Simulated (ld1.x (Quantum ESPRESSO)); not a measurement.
# Pb: excitation energies, all-electron against PAW

- Element: lead (Pb)
- Generator: ld1.x (Quantum ESPRESSO) 7.5
- Type: PAW
- Functional: PBE
- Relativity: fully relativistic
- Frozen core: [Xe] 4f14
- Valence charge: 14
- Reference configuration: 5d10 6s2 6p1.75 (charge +0.25)
- Partial waves: 6s (bound): rcut 1.65, rcutus 1.90 bohr; 6s channel at 0.25 Ry: rcut 1.65, rcutus 1.90 bohr; 6p (bound): rcut 1.70, rcutus 2.35 bohr; 6p channel at -0.05 Ry: rcut 1.70, rcutus 2.35 bohr; 5d (bound): rcut 1.75, rcutus 1.90 bohr; 5d channel at 1.75 Ry: rcut 1.75, rcutus 1.90 bohr
- Local potential: all-electron potential smoothed inside 1.60 bohr (lloc = -2)
- Core correction: Bessel-smoothed model core inside 1.15 bohr
- Augmentation charge: PSQ, inside the norm-conserving radii

Open shells are filled in proportion to 2j + 1 (rel_dist='average').

Energies are relative to the spin-unpolarised reference configuration 5d10 6s2 6p1.75; without spin polarisation the order of configurations can differ from experiment.

Question: Give the all-electron excitation energy and the error of the potential for: 5d10 6s2 6p2; 5d10 6s2 6p1; 5d10 6s2 6p0; 5d10 6s2 6p1.5; 5d10 6s2 6p2.3; 5d10 6s0 6p4; 5d10 6s1 6p0.

Answer:

| valence configuration | charge | ΔE all-electron (eV) | error AE − PS (meV) |
| --- | --- | --- | --- |
| 5d10 6s2 6p2 | 0 | -1.084 | -0.1 |
| 5d10 6s2 6p1 | +1 | 5.614 | -0.2 |
| 5d10 6s2 6p0 | +2 | 19.219 | -0.8 |
| 5d10 6s2 6p1.5 | +0.5 | 1.465 | -0.2 |
| 5d10 6s2 6p2.3 | -0.3 | -1.916 | -0.3 |
| 5d10 6s0 6p4 | 0 | 16.395 | -2.9 |
| 5d10 6s1 6p0 | +3 | 51.625 | -6.9 |

The ghost test of this file was not conclusive.
